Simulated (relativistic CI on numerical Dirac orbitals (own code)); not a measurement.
**Calculated levels, Ba+**

Calculated at this level of theory: Dirac-Coulomb-Breit CI, orbitals from a KLI potential per configuration, model QED, valence Slater integrals scaled by 0.85, configuration energies shifted to the measured levels that pair with them (semi-empirical) (own radial code, finite nucleus).

Configuration list (outside the closed core [Xe]): 6s, 5d, 6p, 7s, 6d, 4f, 7p, 6f, 8s, 7d, 8p, 8d, 5f, 5g. Levels of other configurations are missing.

The lowest level is 6s ²S1/2, with 100 % of that term; Hund's rules for 6s give ²S with J = 1/2, in agreement.

| No. | Configuration | Term | J | E (cm⁻¹) | % | Next component (%) | Landé g | jj configuration (%) |
| --- | --- | --- | --- | --- | --- | --- | --- | --- |
| 1 | 6s | ²S | 1/2 | 0.0 | 100 |  | 2.002 | 6s (100) |
| 2 | 5d | ²D | 3/2 | 5035.2 | 100 |  | 0.799 | 5d3/2 (100) |
| 3 | 5d | ²D | 5/2 | 5513.5 | 100 |  | 1.200 | 5d5/2 (100) |
| 4 | 6p | ²P° | 1/2 | 20425.1 | 100 |  | 0.666 | 6p1/2 (100) |
| 5 | 6p | ²P° | 3/2 | 21788.9 | 100 |  | 1.334 | 6p3/2 (100) |
| 6 | 7s | ²S | 1/2 | 42355.2 | 100 |  | 2.002 | 7s (100) |
| 7 | 6d | ²D | 3/2 | 45961.3 | 100 |  | 0.800 | 6d3/2 (100) |
| 8 | 6d | ²D | 5/2 | 46143.0 | 100 |  | 1.200 | 6d5/2 (100) |
| 9 | 4f | ²F° | 5/2 | 48301.3 | 96 | 3 5f ²F° | 0.857 | 4f5/2 (96) |
| 10 | 4f | ²F° | 7/2 | 48440.8 | 98 | 1 6f ²F° | 1.143 | 4f7/2 (98) |
| 11 | 7p | ²P° | 1/2 | 49450.8 | 100 |  | 0.666 | 7p1/2 (100) |
| 12 | 7p | ²P° | 3/2 | 49950.3 | 100 |  | 1.334 | 7p3/2 (100) |
| 13 | 8s‡ | ²S | 1/2 | 57877.2 | 100 |  | 2.002 | 8s (100) |
| 14 | 7d‡ | ²D | 3/2 | 59554.5 | 100 |  | 0.800 | 7d3/2 (100) |
| 15 | 7d‡ | ²D | 5/2 | 59647.5 | 100 |  | 1.200 | 7d5/2 (100) |
| 16 | 8p‡ | ²P° | 1/2 | 61389.8 | 100 |  | 0.666 | 8p1/2 (100) |
| 17 | 8p‡ | ²P° | 3/2 | 61624.3 | 100 |  | 1.334 | 8p3/2 (100) |
| 18 | 5g‡ | ²G | 9/2 | 64138.0 | 100 |  | 1.111 | 5g9/2 (100) |
| 19 | 5g‡ | ²G | 7/2 | 64138.1 | 100 |  | 0.889 | 5g7/2 (100) |
| 20 | 5f‡ | ²F° | 7/2 | 65290.5 | 98 | 1 4f ²F° | 1.143 | 5f7/2 (98) |
| 21 | 5f‡ | ²F° | 5/2 | 65921.6 | 97 | 3 4f ²F° | 0.857 | 5f5/2 (97) |
| 22 | 8d‡ | ²D | 3/2 | 66710.3 | 100 |  | 0.800 | 8d3/2 (100) |
| 23 | 8d‡ | ²D | 5/2 | 66760.8 | 100 |  | 1.200 | 8d5/2 (100) |
| 24 | 6f‡ | ²F° | 7/2 | 70660.3 | 98 | 1 4f ²F° | 1.143 | 6f7/2 (98) |
| 25 | 6f‡ | ²F° | 5/2 | 70969.3 | 98 | 1 4f ²F° | 0.857 | 6f5/2 (98) |

Energies count from the lowest computed level; ° marks odd parity. Filled j subshells are mostly left out of the jj labels. ‡ marks configurations that were not tied to measured data.

The mean weight of the leading LS term, summed over parents, in these 25 levels is 99 %, and that of the leading jj configuration (from the same eigenvectors) 99 %.

Configurations whose levels could be paired with our table of measured levels were shifted onto them, all but the ground configuration, by the median error of their levels; single terms can still be off by 1,000 to 2,000 cm⁻¹ or more, and rates follow the energies as ν³ (E1, M1) or ν⁵ (E2). The others borrow a shift and can be off by several thousand cm⁻¹ or more. The fine structure of a lone outer electron comes out too small, for d and f at times inverted, and misplaced configurations move strength between like terms. 11 of the 11 excited levels that our extract of the measured tables holds in this range could be paired (the sources list more); they are missed by 80 cm⁻¹ on average and 164 at most, after the shifts were fitted to these levels, and levels without a partner can miss by more.
